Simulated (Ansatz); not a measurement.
`NCCO[SiH3]` + `O[SiH2][GeH3]` → `[SiH3]O[SiH2][GeH3]` + `NCCO`  (ligand exchange at the Si–O bond)

Calculated with Ansatz (gas phase, PBE0-D4/def2-TZVP geometries, no zero-point term in ΔE). CBS: MP2 limit from def2 TZ/QZ plus the TZ coupled-cluster correction, frozen cores. This one scheme is used for every species. DFT in def2-TZVPP. For Ge outer-core shells are correlated without core-valence functions, which leaves a few kJ/mol of doubt a bond. Scalar relativity is left out up to krypton. One conformer a species, not always the lowest.

| level | ΔE (kJ/mol) |
| --- | --- |
| BLYP-D4 | -14.0 |
| B97M-V | -14.2 |
| PBE0-D4 | -15.3 |
| PBE | -12.6 |
| BLYP | -14.3 |
| BHLYP | -18.5 |
| CAM-B3LYP | -16.1 |
| MP2/CBS(def2) | -15.3 |

Q: What does CCSD(T)/CBS give? (Estimate.)

A: Ansatz gave: -16.2 kJ/mol. The listed levels differ from it by 2.2, 2.0, 0.9, 3.6, 1.9, -2.3, 0.1, 0.9 kJ/mol.

Q: What do rigid-rotor, harmonic-oscillator terms from PBE0-D4/def2-TZVP frequencies (298.15 K, 1 bar) make of the CCSD(T)/CBS value? (Estimate.)

A: Computed: ΔZPE = +1.7 kJ/mol, ΔH = -13.8 kJ/mol, ΔS = 20 J/(mol·K), ΔG = -19.7 kJ/mol. Modes under 50 cm⁻¹ make the entropy rough.

Largest T1 diagnostic among the species: 0.012.

In def2-TZVPP, CCSD(T) changes the Hartree–Fock value by +6.4 kJ/mol (the triples alone add +1.3 kJ/mol) and MP2 by +7.4 kJ/mol. From BLYP to BHLYP (50 % exact exchange), in def2-TZVPP and without D4, ΔE moves by −4.2 kJ/mol. Leaving LDA and LC-ωPBE aside and taking each functional with its dispersion term where it has one, the values, not all of them listed here, spread over 7.6 kJ/mol, from BHLYP-D4 to revPBE-D4.

CCSD(T)/CBS has its own doubt, a few kJ/mol and more with outer-core shells, so smaller differences from it don't rank the levels.
